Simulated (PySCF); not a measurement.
## Electron correlation in Fe⁺ (iron, charge +1)

[Ar] 3d5 4s2, high-spin 6S determinant (an excited configuration). Calculation: PySCF 2.14, in def2-QZVPPD (11s6p5d4f2g, 100 functions); the non-relativistic Hamiltonian (point nucleus). Frozen: [Ar]; 7 electrons correlated.

| level | correlation energy (mhartree) |
| --- | --- |
| CCSD | -139.03 |
| (T) | -3.22 |
| CCSD(T) | -142.25 |

Diagnostics: T1 = 0.013, D1 = 0.0394, largest double amplitude 0.097.

Q: Is a single reference adequate?

A: Mostly. T1 lies below 0.03, but a double amplitude of this size points to a near-degeneracy that CCSD handles and MP2 describes poorly.
